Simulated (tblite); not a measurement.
Record of a relaxation.

Compound: C7H9Si (doublet state).
Atom-mapped SMILES: `[SiH3:1][CH2:2][c:3]1[cH:4][cH:5][c:6][cH:7][cH:8]1` (hydrogens: H9, H10, H11 on Si1; H12, H13 on C2; H14 on C4; H15 on C5; H16 on C7; H17 on C8)
Bond orders are those of one Lewis drawing.

Computed with GFN2-xTB (tblite), gas phase: L-BFGS steps from a force-field or distance-geometry start until the largest atomic force falls under 0.01 eV/Å. 5 of its 48 geometries are shown.

Step 0: E = -576.4739 eV, largest atomic force 2.169 eV/Å
```
atom  x, y, z in Å  |  force x, y, z in eV/Å
Si1     2.581   -0.084    0.489    0.564  -0.111   0.835
C2      1.174    0.119   -0.748   -0.580  -0.040  -0.188
C3     -0.213    0.050   -0.168   -0.450   0.484   0.246
C4     -0.862    1.228    0.266   -0.147  -1.038   0.119
C5     -2.150    1.159    0.817   -0.539  -0.307   0.026
C6     -2.814   -0.062    0.904    2.025   0.132  -0.767
C7     -2.184   -1.223    0.466   -0.739   0.430   0.459
C8     -0.890   -1.167   -0.062   -0.137   0.341   0.114
H9      3.883   -0.003   -0.215   -0.305  -0.010   0.067
H10     2.498   -1.404    1.173   -0.037   0.368  -0.215
H11     2.535    0.998    1.509   -0.042  -0.285  -0.285
H12     1.299    1.065   -1.265   -0.007   0.219  -0.059
H13     1.272   -0.656   -1.503    0.007  -0.183  -0.149
H14    -0.357    2.184    0.204   -0.065  -0.094  -0.014
H15    -2.647    2.073    1.155    0.251  -0.297  -0.130
H16    -2.709   -2.174    0.562    0.257   0.193  -0.137
H17    -0.424   -2.089   -0.399   -0.056   0.198   0.078
```

Step 12: E = -576.6035 eV, largest atomic force 0.074 eV/Å
```
atom  x, y, z in Å  |  force x, y, z in eV/Å
Si1     2.562   -0.086    0.519   -0.037   0.002  -0.037
C2      1.150    0.116   -0.756    0.027   0.008  -0.017
C3     -0.219    0.053   -0.156    0.056   0.010  -0.048
C4     -0.847    1.213    0.282    0.020  -0.055   0.003
C5     -2.133    1.163    0.813   -0.012  -0.002  -0.004
C6     -2.737   -0.057    0.888    0.021   0.000   0.002
C7     -2.169   -1.226    0.476   -0.009   0.007   0.021
C8     -0.882   -1.163   -0.051    0.006   0.031  -0.006
H9      3.823   -0.002   -0.222    0.013   0.002   0.002
H10     2.465   -1.391    1.171   -0.039   0.003   0.014
H11     2.503    0.990    1.509   -0.039  -0.010   0.005
H12     1.276    1.075   -1.262    0.013  -0.039  -0.014
H13     1.248   -0.667   -1.511    0.014   0.048   0.013
H14    -0.340    2.165    0.200   -0.005  -0.006   0.007
H15    -2.621    2.069    1.139   -0.014   0.008   0.027
H16    -2.684   -2.172    0.541   -0.014  -0.013   0.016
H17    -0.403   -2.070   -0.397    0.000   0.004   0.016
```

Step 24: E = -576.6097 eV, largest atomic force 0.060 eV/Å
```
atom  x, y, z in Å  |  force x, y, z in eV/Å
Si1     2.526   -0.084    0.516    0.036  -0.012   0.047
C2      1.152    0.121   -0.793    0.028   0.009   0.034
C3     -0.211    0.057   -0.185   -0.006  -0.012   0.018
C4     -0.832    1.212    0.274    0.003   0.003   0.016
C5     -2.110    1.161    0.825   -0.006   0.004  -0.030
C6     -2.713   -0.059    0.900   -0.024   0.005   0.033
C7     -2.147   -1.228    0.486    0.003   0.002   0.031
C8     -0.866   -1.162   -0.056   -0.030  -0.008  -0.045
H9      3.811   -0.006   -0.187   -0.022  -0.004   0.046
H10     2.381   -1.381    1.177    0.002  -0.002  -0.019
H11     2.420    0.982    1.514    0.000   0.002  -0.028
H12     1.287    1.080   -1.293   -0.010  -0.003  -0.043
H13     1.262   -0.662   -1.544   -0.026   0.026  -0.011
H14    -0.324    2.165    0.207    0.001  -0.012  -0.042
H15    -2.596    2.064    1.165    0.018  -0.005   0.017
H16    -2.659   -2.175    0.569    0.013  -0.004   0.000
H17    -0.388   -2.072   -0.391    0.020   0.010  -0.024
```

Step 35: E = -576.6138 eV, largest atomic force 0.031 eV/Å
```
atom  x, y, z in Å  |  force x, y, z in eV/Å
Si1     2.496   -0.087    0.525    0.014   0.004   0.007
C2      1.154    0.127   -0.817   -0.010  -0.011   0.010
C3     -0.209    0.060   -0.209   -0.014  -0.010   0.016
C4     -0.826    1.213    0.261    0.001   0.019  -0.013
C5     -2.091    1.159    0.841    0.016   0.003  -0.008
C6     -2.687   -0.064    0.934    0.011   0.003   0.012
C7     -2.127   -1.230    0.502    0.014  -0.004   0.013
C8     -0.860   -1.160   -0.073   -0.016  -0.009  -0.025
H9      3.813   -0.016   -0.111    0.001  -0.001  -0.015
H10     2.320   -1.387    1.171   -0.004  -0.001   0.006
H11     2.357    0.989    1.506   -0.005   0.005   0.019
H12     1.290    1.084   -1.323    0.005  -0.005   0.003
H13     1.263   -0.656   -1.568    0.008  -0.002  -0.015
H14    -0.319    2.164    0.171   -0.018   0.020   0.002
H15    -2.567    2.061    1.197    0.002  -0.009  -0.001
H16    -2.631   -2.180    0.601    0.007   0.004  -0.009
H17    -0.383   -2.065   -0.424   -0.011  -0.005  -0.002
```

Step 47: E = -576.6145 eV, largest atomic force 0.010 eV/Å
```
atom  x, y, z in Å  |  force x, y, z in eV/Å
Si1     2.492   -0.086    0.530   -0.010  -0.001  -0.002
C2      1.156    0.126   -0.820   -0.003   0.000   0.000
C3     -0.210    0.061   -0.216    0.002   0.004  -0.007
C4     -0.827    1.215    0.253    0.002  -0.004   0.003
C5     -2.086    1.158    0.845   -0.005   0.002  -0.001
C6     -2.677   -0.066    0.949    0.005   0.000  -0.004
C7     -2.122   -1.231    0.508   -0.001   0.001   0.003
C8     -0.862   -1.159   -0.081    0.002   0.002  -0.001
H9      3.808   -0.017   -0.107    0.003   0.001  -0.003
H10     2.311   -1.385    1.177    0.001  -0.003   0.003
H11     2.348    0.987    1.513    0.002   0.000   0.001
H12     1.296    1.083   -1.323   -0.002  -0.008   0.003
H13     1.268   -0.657   -1.571    0.002   0.006   0.005
H14    -0.328    2.170    0.157    0.004   0.002  -0.003
H15    -2.561    2.059    1.203   -0.003   0.000   0.005
H16    -2.624   -2.182    0.606   -0.003   0.000   0.002
H17    -0.391   -2.064   -0.440    0.004  -0.003  -0.003
```

Problem. Summarise the path.

Solution. The energy falls by 3.24 kcal/mol from step 0 to step 47; nine tenths of that is first reached at step 9. It falls at every step. The largest force goes from 2.169 to 0.010 eV/Å. Among the bonds C5–C6 changes most (a near tie, within 0.001 Å, with another), from 1.392 to 1.363 Å; the atoms move by 0.101 Å rms after alignment.

What follows is the cost of the whole relaxation. Time: 0.27 s. Hardware: one thread, Arm Neoverse V2 (aarch64), shared host with 192 logical CPUs at a one-minute load of 20.
